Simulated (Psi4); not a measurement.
SSi, triplet, at a GFN2-xTB geometry (the spin is typed, not shown lowest); Psi4 with PBE0/STO-3G.

Input for Psi4:
```
memory 2 GB

molecule mol {
0 3
Si   -0.000000   -0.000000   -1.119673
S     0.000000    0.000000    0.979714
}

set {
  basis sto-3g
  reference uks
}

energy('pbe0')
print_variables()
```

What does Psi4 print? Leave out banner, timings and long lists.


```
   => Loading Basis Set <=

    Name: STO-3G
    Role: ORBITAL
    Keyword: BASIS

         ---------------------------------------------------------
                                   SCF
               by Justin Turney, Rob Parrish, Andy Simmonett
                          and Daniel G. A. Smith
                              UKS Reference
         ---------------------------------------------------------

  ==> Geometry <==

    Molecular point group: c2v
    Full point group: C_inf_v

    Geometry (in Angstrom), charge = 0, multiplicity = 3:

       Center              X                  Y                   Z               Mass
    ------------   -----------------  -----------------  -----------------  -----------------
         SI           0.000000000000     0.000000000000    -1.119647586309    27.976926534650
         S            0.000000000000     0.000000000000     0.979739413691    31.972071174400

  Running in c2v symmetry.

  Rotational constants: A = ************  B =      0.25634  C =      0.25634 [cm^-1]
  Rotational constants: A = ************  B =   7684.99068  C =   7684.99068 [MHz]
  Nuclear repulsion =   56.462050679593624

  Charge       = 0
  Multiplicity = 3
  Electrons    = 30
  Nalpha       = 16
  Nbeta        = 14

  ==> Algorithm <==

  SCF Algorithm Type is DF.
  DIIS enabled.
  MOM disabled.
  Fractional occupation disabled.
  Guess Type is SAD.
  Energy threshold   = 1.00e-06
  Density threshold  = 1.00e-06
  Integral threshold = 1.00e-12

  ==> Primary Basis <==

  Basis Set: STO-3G
    Blend: STO-3G
    Number of shells: 10
    Number of basis functions: 18
    Number of Cartesian functions: 18
    Spherical Harmonics?: true
    Max angular momentum: 1

  ==> DFT Potential <==

   => LibXC <=

    Version 7.1.2
    S. Lehtola, C. Steigemann, M. J. T. Oliveira, and M. A. L. Marques,  SoftwareX 7, 1–5 (2018) (10.1016/j.softx.2017.11.002)

   => Composite Functional: PBE0 <=

    PBE0 Hyb-GGA Exchange-Correlation Functional

    C. Adamo and V. Barone,  J. Chem. Phys. 110, 6158 (1999) (10.1063/1.478522)
    M. Ernzerhof and G. E. Scuseria,  J. Chem. Phys. 110, 5029 (1999) (10.1063/1.478401)

    Deriv               =              1
    GGA                 =           TRUE
    Meta                =          FALSE

    Exchange Hybrid     =           TRUE
    MP2 Hybrid          =          FALSE

   => Exchange Functionals <=

    0.7500   Perdew, Burke & Ernzerhof

   => Exact (HF) Exchange <=

    0.2500               HF

   => Correlation Functionals <=

    1.0000   Perdew, Burke & Ernzerhof

   => LibXC Density Thresholds  <==

    XC_HYB_GGA_XC_PBEH:  1.00E-15

   => Molecular Quadrature <=

    Radial Scheme          =       TREUTLER
    Pruning Scheme         =           NONE
    Nuclear Scheme         =       TREUTLER

    Blocking Scheme        =         OCTREE
    BS radius alpha        =              1
    Pruning alpha          =              1
    Radial Points          =             75
    Spherical Points       =            302
    Total Points           =          39115
    Total Blocks           =            357
    Max Points             =            256
    Max Functions          =             17
    Weights Tolerance      =       1.00E-15

   => Loading Basis Set <=

    Name: (STO-3G AUX)
    Role: JKFIT
    Keyword: DF_BASIS_SCF

  ==> Integral Setup <==

  SCF_SUBTYPE=INCORE selected. In-core MEM_DF algorithm will be used.
  Using in-core AOs.

  ==> MemDFJK: Density-Fitted J/K Matrices <==

    J tasked:                   Yes
    K tasked:                   Yes
    wK tasked:                   No
    Algorithm:                 Core
    Schwarz Cutoff:           1E-12
    Mask sparsity (%):       4.3210
    Fitting Condition:        1E-10

   => Auxiliary Basis Set <=

  Basis Set: (STO-3G AUX)
    Blend: DEF2-UNIVERSAL-JKFIT
    Number of shells: 76
    Number of basis functions: 256
    Number of Cartesian functions: 310
    Spherical Harmonics?: true
[...]
   -------------------------
    Total      18      18
   -------------------------

  ==> Iterations <==

                           Total Energy        Delta E     RMS |[F,P]|

   @DF-UKS iter SAD:  -678.76846771640237   -6.78768e+02   0.00000e+00
    Occupation by irrep:
             A1    A2    B1    B2
    DOCC [     9,    0,    3,    2 ]
    SOCC [     0,    0,    0,    2 ]
    NA   [     9,    0,    3,    4 ]
    NB   [     9,    0,    3,    2 ]

   @DF-UKS iter   1:  -679.41517242151315   -6.46705e-01   2.18695e-02 DIIS/ADIIS
   @DF-UKS iter   2:  -678.65956787492848    7.55605e-01   7.55128e-02 DIIS/ADIIS
   @DF-UKS iter   3:  -679.40980214549211   -7.50234e-01   2.93678e-02 DIIS/ADIIS
   @DF-UKS iter   4:  -679.51198401368003   -1.02182e-01   9.07199e-03 DIIS/ADIIS
   @DF-UKS iter   5:  -679.52408185482443   -1.20978e-02   1.45971e-03 DIIS/ADIIS
   @DF-UKS iter   6:  -679.52443455876096   -3.52704e-04   1.59677e-04 DIIS/ADIIS
   @DF-UKS iter   7:  -679.52445031950754   -1.57607e-05   4.51550e-05 DIIS
   @DF-UKS iter   8:  -679.52445130965123   -9.90144e-07   6.52471e-06 DIIS
   @DF-UKS iter   9:  -679.52445133715128   -2.75001e-08   3.59104e-06 DIIS
   @DF-UKS iter  10:  -679.52445133924016   -2.08888e-09   2.68836e-07 DIIS
  Energy and wave function converged.

  ==> Post-Iterations <==

   Electrons on quadrature grid:
      Nalpha   =   16.0000008411 ; deviation = 8.411e-07
      Nbeta    =   14.0000007842 ; deviation = 7.842e-07
      Ntotal   =   30.0000016253 ; deviation = 1.625e-06

   @Spin Contamination Metric:   1.115179212E-03
   @S^2 Expected:                2.000000000E+00
   @S^2 Observed:                2.001115179E+00
   @S   Expected:                1.000000000E+00
   @S   Observed:                1.000000000E+00

    Orbital Energies [Eh]
    ---------------------

    Alpha Occupied:

[...]
       4B2    -0.016691

    Alpha Virtual:

[...]
    Beta Occupied:

[...]
    Beta Virtual:

[...]
      10A1     0.324277

    Final Occupation by Irrep:
             A1    A2    B1    B2
    DOCC [     9,    0,    3,    2 ]
    SOCC [     0,    0,    0,    2 ]
    NA   [     9,    0,    3,    4 ]
    NB   [     9,    0,    3,    2 ]

  @DF-UKS Final Energy:  -679.52445133924016

   => Energetics <=

    Nuclear Repulsion Energy =             56.4620506795936237
    One-Electron Energy =               -1060.2424780482997448
    Two-Electron Energy =                 359.4192323801063367
    DFT Exchange-Correlation Energy =     -35.1632563506403599
    Empirical Dispersion Energy =           0.0000000000000000
    VV10 Nonlocal Energy =                  0.0000000000000000
    Total Energy =                       -679.5244513392401586

  UHF NO Occupations:
  HONO-2 :    9 A1 1.9994586
  HONO-1 :    3 B2 1.0000000
  HONO-0 :    4 B2 1.0000000
  LUNO+0 :   10 A1 0.0005414
  LUNO+1 :    4 B1 0.0000164

Computation Completed

Properties will be evaluated at   0.000000,   0.000000,   0.000000 [a0]

Properties computed using the SCF density matrix

 Multipole Moments:

 ------------------------------------------------------------------------------------
     Multipole            Electronic (a.u.)      Nuclear  (a.u.)        Total (a.u.)
 ------------------------------------------------------------------------------------

 L = 1.  Multiply by 2.5417464519 to convert [e a0] to [Debye]
 Dipole X            :          0.0000000            0.0000000            0.0000000
 Dipole Y            :          0.0000000            0.0000000            0.0000000
 Dipole Z            :         -0.0709579            0.0014445           -0.0695133
 Magnitude           :                                                    0.0695133

 ------------------------------------------------------------------------------------

  Variable Map:
  ----------------------------------------------------------------------------
[...]
  Array Variable Map:
  ----------------------------------------------------------------------------
[...]
[...]
```
